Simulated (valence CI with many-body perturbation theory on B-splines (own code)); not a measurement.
# Sensitivity of CI+MBPT for Eu⁴⁹⁺

Computed by relativistic CI+MBPT: four valence electrons over a frozen Dirac-Fock core [Ne], a basis of 6 s, 6 p, 5 d, 3 f, 1 g functions for each j, with the one-electron correlation potential Σ1 (screened to all orders), the two-electron term Σ2, the three-electron term Σ3, Breit, model QED; selected single and double excitations, second order for the rest, scaled by the run's own slope (own B-spline code, finite nucleus).

The last digits are not significant, and no measured levels were compared; by estimate large intervals hold to a few tenths of a per cent, small ones and those within an open d or f shell to about a per cent.

The reference run has the lowest level (3s^2 3p1/2^2) J=0 and an ionisation energy of 4402.03 eV. Its largest variational space holds 9999 state functions.

Levels are named by their leading jj configuration (3d3/2^4 stands for four electrons in 3d with j = 3/2), which in mixed levels can hold well under half, so a name can repeat and another be missing. Letters in brackets count levels of one name in rising energy.

Changed runs:
A. Breit term on → off; QED terms on → off; orbitals per symmetry with explicit Σ2 and valence Breit (the others get mean screening factors) 5 → 4
B. factor on the speed of light 1 → 100; QED terms on → off; box radius (bohr) 1.6858 → 1.53
C. size limit of the variational space 10000 → 1500; second order for the rest on → off
D. start configuration 3s2 3p2 → 3s2 4p2 (bad on purpose)

Excitation energies of the reference run in cm⁻¹, and shifts in cm⁻¹:

```csv
Level,Reference,A,B,C
(3s^2 3p1/2 3p3/2) J=1,1276670,+15940,-1276626,+549
(3s^2 3p1/2 3p3/2) J=2,1339470,+18344,,+1214
(3s 3p1/2^2 3p3/2) J=2,2326670,+20802,,+1626
(3s 3p1/2^2 3p3/2) J=1,2517590,+19989,-1617808,+1254
(3s^2 3p3/2^2) J=2,2661980,+32932,,+915
(3s^2 3p1/2 3d3/2) J=2,2725080,+26915,,+1971
(3s^2 3p3/2^2) J=0,2797510,+30477,-2564085,+33
(3s^2 3p1/2 3d3/2) J=1,2998140,+24281,,+1423
(3s^2 3p1/2 3d5/2) J=2,3141030,+33649,,+1964
(3s^2 3p1/2 3d5/2) J=3,3150870,+37206,,+1213
(3s 3p1/2 3p3/2^2) J=2 [a],3582110,+34998,,+1272
(3s 3p1/2 3p3/2^2) J=3,3686120,+39585,,+1490
Ionisation energy (eV),4402.03,+5.50,-202.74,-0.0012
```

A blank means that the level has no clear partner in that run.

Run D: It gave no result: the start configuration must fill the lowest shells above the core. The program said: "4p is not the lowest shell of its kind above the core".
